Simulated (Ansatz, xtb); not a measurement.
C2H7Ge: which of two isomers lies lower

Structure I is `[CH2][GeH2][CH3]`, a doublet and structure II is `C[CH2][GeH2]`, a doublet. Both are isolated molecules in the gas phase, relaxed with PBE0-D3(BJ)/def2-SVP; the shapes shown needn't be the lowest conformers.

I (Å):

```yaml
atoms:
  - { symbol: C, position_ang: [-2.7556, -1.1689, -1.1271] }
  - { symbol: C, position_ang: [0.0245, 0.2773, -1.7912] }
  - { symbol: Ge, position_ang: [-0.8727, -1.4266, -1.4319] }
  - { symbol: H, position_ang: [-3.1747, -1.0498, -0.1228] }
  - { symbol: H, position_ang: [-3.4741, -1.0968, -1.9502] }
  - { symbol: H, position_ang: [-0.6765, -2.3632, -2.6437] }
  - { symbol: H, position_ang: [-0.2431, -2.0819, -0.1846] }
  - { symbol: H, position_ang: [1.0970, 0.1129, -1.9712] }
  - { symbol: H, position_ang: [-0.4121, 0.7575, -2.6787] }
  - { symbol: H, position_ang: [-0.0895, 0.9563, -0.9340] }
```

II (Å):

```xyz
10

C    -1.7673   -1.4063   -2.1293
C    -0.5155   -1.2224   -1.2773
Ge   -0.2889    0.6260   -0.6329
H    -1.7487   -0.7661   -3.0252
H    -1.8651   -2.4496   -2.4735
H    -2.6824   -1.1592   -1.5686
H     0.3909   -1.4893   -1.8438
H    -0.5384   -1.8807   -0.3941
H    -1.4914    1.0524    0.2480
H    -0.1615    1.6115   -1.8229
```

Quicker runs give these differences E(II) − E(I): GFN2-xTB −1.301 eV; HF/STO-3G +0.722 eV (at GFN2-xTB geometries); r2SCAN-D4/def2-SVP −0.351 eV (at GFN2-xTB geometries).

**Question.** Estimate which is lower in electronic energy at CCSD(T)/def2-SVP + ΔMP2/def2-TZVPP, and by roughly how much.

**Answer.** The CCSD(T)/def2-SVP + ΔMP2/def2-TZVPP calculation puts structure II lower, by 0.400 eV.

Level by level:

```json
{"level": "GFN2-xTB", "geometry": "GFN2-xTB", "E(II) − E(I) (eV)": "−1.301", "departure from the last row (eV)": "−0.901", "job, with rough time for the two": "optimisation, 0.27 s"}
{"level": "HF/STO-3G", "geometry": "GFN2-xTB", "E(II) − E(I) (eV)": "+0.722", "departure from the last row (eV)": "+1.122", "job, with rough time for the two": "single point, 1.1 s"}
{"level": "r2SCAN-D4/def2-SVP", "geometry": "GFN2-xTB", "E(II) − E(I) (eV)": "−0.351", "departure from the last row (eV)": "+0.049", "job, with rough time for the two": "single point, 8.4 s"}
{"level": "PBE0-D3(BJ)/def2-SVP", "geometry": "PBE0-D3(BJ)/def2-SVP", "E(II) − E(I) (eV)": "−0.540", "departure from the last row (eV)": "−0.139", "job, with rough time for the two": "optimisation, 90 s"}
{"level": "HF/def2-SVP", "geometry": "PBE0-D3(BJ)/def2-SVP", "E(II) − E(I) (eV)": "−0.227", "departure from the last row (eV)": "+0.173", "job, with rough time for the two": "part of the CCSD(T) run"}
{"level": "MP2/def2-SVP", "geometry": "PBE0-D3(BJ)/def2-SVP", "E(II) − E(I) (eV)": "−0.617", "departure from the last row (eV)": "−0.216", "job, with rough time for the two": "part of the CCSD(T) run"}
{"level": "CCSD(T)/def2-SVP", "geometry": "PBE0-D3(BJ)/def2-SVP", "E(II) − E(I) (eV)": "−0.556", "departure from the last row (eV)": "−0.155", "job, with rough time for the two": "single point"}
{"level": "CCSD(T)/def2-SVP + ΔMP2/def2-TZVPP", "geometry": "PBE0-D3(BJ)/def2-SVP", "E(II) − E(I) (eV)": "−0.400", "departure from the last row (eV)": "", "job, with rough time for the two": "single point, 90 s"}
```

As drawn, II has 1 C–C in place of 1 C–Ge.

HF/STO-3G puts the two in the other order. The largest departure from CCSD(T)/def2-SVP + ΔMP2/def2-TZVPP is that of HF/STO-3G, 1.122 eV. A small imaginary or near-zero mode remains, so no thermal terms are given. The last row adds to CCSD(T) the change of the MP2 difference between the two basis sets, here +0.155 eV, a large step that makes the value less sure.

Open shells are spin-unrestricted. The correlated steps freeze 11 core orbitals; the filled d shell of Ge is correlated, in a basis made for valence electrons. Programs: Ansatz 0.2.0, xtb 6.7.1; the last row on 2 threads of Intel(R) Xeon(R) Processor @ 2.50GHz (Skylake/Cascade Lake) on a shared host.
